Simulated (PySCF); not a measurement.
Cl$_{2}$Hg, triplet, at a GFN2-xTB geometry (such geometries of metal compounds can be far from the true shape) (a higher spin typed on purpose: for a closed-shell molecule this is an excited state) (core potentials on Hg), with bond 3-1 at 1.4 times its length; CASSCF(8,9)/def2-SVP in PySCF.

Input for PySCF:
```python
from pyscf import gto, scf, mcscf
import numpy

mol = gto.Mole()
mol.atom = '''
    Hg    0.28476520   -0.61679802    0.27531871
    Cl    0.35903489    1.54869982   -1.49395900
    Cl   -2.49265507    2.14214998    0.16755066
'''
mol.basis = 'def2-svp'
mol.ecp = {'Hg': 'def2-svp'}
mol.spin = 2
mol.verbose = 4
mol.build()

mf = scf.ROHF(mol)
mf.kernel()
mc = mcscf.CASSCF(mf, 9, 8)
mc.fix_spin_(ss=2.0)
mc.kernel()
occ = numpy.linalg.eigvalsh(mc.fcisolver.make_rdm1(mc.ci, mc.ncas, mc.nelecas))[::-1]
ss = mc.fcisolver.spin_square(mc.ci, mc.ncas, mc.nelecas)[0]
print('natural occupations', occ.round(4), ' <S^2>', round(ss, 4))
```

What the program printed (banner, timings and long lists left out):

```
PySCF version 2.14.0

[INPUT] verbose = 4
[INPUT] num. atoms = 3
[INPUT] num. electrons = 54
[INPUT] charge = 0
[INPUT] spin (= nelec alpha-beta = 2S) = 2
[INPUT] symmetry False subgroup None
[INPUT] Mole.unit = angstrom
[INPUT] Symbol           X                Y                Z      unit          X                Y                Z       unit  Magmom
[...]
nuclear repulsion = 155.864939652366
number of shells = 28
number of NR pGTOs = 129
number of NR cGTOs = 68
basis = def2-svp
ecp = {'Hg': 'def2-svp'}

******** <class 'pyscf.scf.rohf.ROHF'> ********
method = ROHF
initial guess = minao
damping factor = 0
level_shift factor = 0
DIIS = <class 'pyscf.scf.diis.CDIIS'>
diis_start_cycle = 1
diis_space = 8
diis_damp = 0
SCF conv_tol = 1e-09
SCF conv_tol_grad = None
SCF max_cycles = 50
direct_scf = True
direct_scf_tol = 1e-13
num. doubly occ = 26  num. singly occ = 2
Set gradient conv threshold to 3.16228e-05
init E= -1058.61828055656
[...]
cycle= 1 E= -1070.54012716788  delta_E= -11.9  |g|= 1.43  |ddm|= 11.2
[...]
cycle= 2 E= -1070.1020013704  delta_E= 0.438  |g|= 1.69  |ddm|=  3.6

WARN: HOMO 0.0490629659438387 >= LUMO -0.309025610247199

cycle= 3 E= -1070.71322738424  delta_E= -0.611  |g|= 0.551  |ddm|= 2.31
[...]
cycle= 4 E= -1071.14849111385  delta_E= -0.435  |g|= 0.247  |ddm|= 1.59
[...]
cycle= 5 E= -1071.17054842277  delta_E= -0.0221  |g|= 0.127  |ddm|= 0.208
[...]
cycle= 6 E= -1071.18104163359  delta_E= -0.0105  |g|= 0.066  |ddm|= 0.157
[...]
cycle= 7 E= -1071.18625206882  delta_E= -0.00521  |g|= 0.0217  |ddm|= 0.186
[...]
cycle= 8 E= -1071.18624141692  delta_E= 1.07e-05  |g|= 0.0136  |ddm|= 0.0709
[...]
cycle= 9 E= -1071.18682974118  delta_E= -0.000588  |g|= 0.00471  |ddm|= 0.0636
[...]
cycle= 10 E= -1071.18686505069  delta_E= -3.53e-05  |g|= 0.00251  |ddm|= 0.0167
[...]
cycle= 11 E= -1071.18689783854  delta_E= -3.28e-05  |g|= 0.00244  |ddm|= 0.0194
[...]
cycle= 12 E= -1071.18691905826  delta_E= -2.12e-05  |g|= 0.00104  |ddm|= 0.0182
[...]
cycle= 13 E= -1071.18692829752  delta_E= -9.24e-06  |g|= 0.000482  |ddm|= 0.0144
[...]
cycle= 14 E= -1071.18693102819  delta_E= -2.73e-06  |g|= 0.000285  |ddm|= 0.00848
[...]
cycle= 15 E= -1071.18693177562  delta_E= -7.47e-07  |g|= 0.000181  |ddm|= 0.00397
[...]
cycle= 16 E= -1071.18693214535  delta_E= -3.7e-07  |g|= 0.00016  |ddm|= 0.0014
[...]
cycle= 17 E= -1071.1869326502  delta_E= -5.05e-07  |g|= 0.00014  |ddm|= 0.00198
[...]
cycle= 18 E= -1071.18693348732  delta_E= -8.37e-07  |g|= 0.000105  |ddm|= 0.0041
[...]
[...]
converged SCF energy = -1071.18693434991
CASCI E = -1071.20290910679  S^2 = 2.0000000
[...]
               |grad[o]|=0.00016  |grad[c]|=0.00154  |ddm|=7.27e-05  |maxRot[o]|=0.00637
macro iter  41 (  3 JK    1 micro), CASSCF E = -1071.24795178355  dE = -2.23376128e-06  S^2 = 2.0000000
               |grad[o]|=0.000165  |grad[c]|=0.0016  |ddm|=7.57e-05  |maxRot[o]|=0.00659
macro iter  42 (  3 JK    1 micro), CASSCF E = -1071.24795417587  dE = -2.39232622e-06  S^2 = 2.0000000
               |grad[o]|=0.000171  |grad[c]|=0.00165  |ddm|=7.89e-05  |maxRot[o]|=0.00682
macro iter  43 (  3 JK    1 micro), CASSCF E = -1071.24795673765  dE = -2.56177873e-06  S^2 = 2.0000000
               |grad[o]|=0.000177  |grad[c]|=0.00171  |ddm|=8.22e-05  |maxRot[o]|=0.00706
macro iter  44 (  3 JK    1 micro), CASSCF E = -1071.24795948043  dE = -2.74278273e-06  S^2 = 2.0000000
               |grad[o]|=0.000184  |grad[c]|=0.00177  |ddm|=8.57e-05  |maxRot[o]|=0.0073
macro iter  45 (  3 JK    1 micro), CASSCF E = -1071.24796241649  dE = -2.93605945e-06  S^2 = 2.0000000
               |grad[o]|=0.00019  |grad[c]|=0.00183  |ddm|=8.93e-05  |maxRot[o]|=0.00756
macro iter  46 (  3 JK    1 micro), CASSCF E = -1071.24796555884  dE = -3.14234808e-06  S^2 = 2.0000000
               |grad[o]|=0.000197  |grad[c]|=0.00189  |ddm|=9.32e-05  |maxRot[o]|=0.00782
macro iter  47 (  3 JK    1 micro), CASSCF E = -1071.24796892126  dE = -3.36241578e-06  S^2 = 2.0000000
               |grad[o]|=0.000204  |grad[c]|=0.00196  |ddm|=9.72e-05  |maxRot[o]|=0.00808
macro iter  48 (  3 JK    1 micro), CASSCF E = -1071.24797251832  dE = -3.59705973e-06  S^2 = 2.0000000
               |grad[o]|=0.000211  |grad[c]|=0.00203  |ddm|=0.000101  |maxRot[o]|=0.00836
macro iter  49 (  3 JK    1 micro), CASSCF E = -1071.24797636881  dE = -3.85049384e-06  S^2 = 2.0000000
               |grad[o]|=0.000219  |grad[c]|=0.0021  |ddm|=0.000106  |maxRot[o]|=0.00865
macro iter  50 (  3 JK    1 micro), CASSCF E = -1071.24798048993  dE = -4.12112263e-06  S^2 = 2.0000000
               |grad[o]|=0.000236  |grad[c]|=0.00217  |ddm|=0.000104  |maxRot[o]|=0.00895
1-step CASSCF not converged,  50 macro (440 JK 102 micro) steps
CASSCF canonicalization
Density matrix diagonal elements [1.9780554  1.98396636 1.98468721 1.00053408 1.00152006 0.01246555
 0.01233704 0.01592698 0.01050733]
CASSCF energy = -1071.24798048993
CASCI E = -1071.24798048993  E(CI) = -12.3551320284100  S^2 = 2.0000000
natural occupations [1.9851 1.9846 1.9781 1.0015 1.0005 0.0159 0.0121 0.0121 0.0103]  <S^2> 2.0
```

Convergence was not reached.
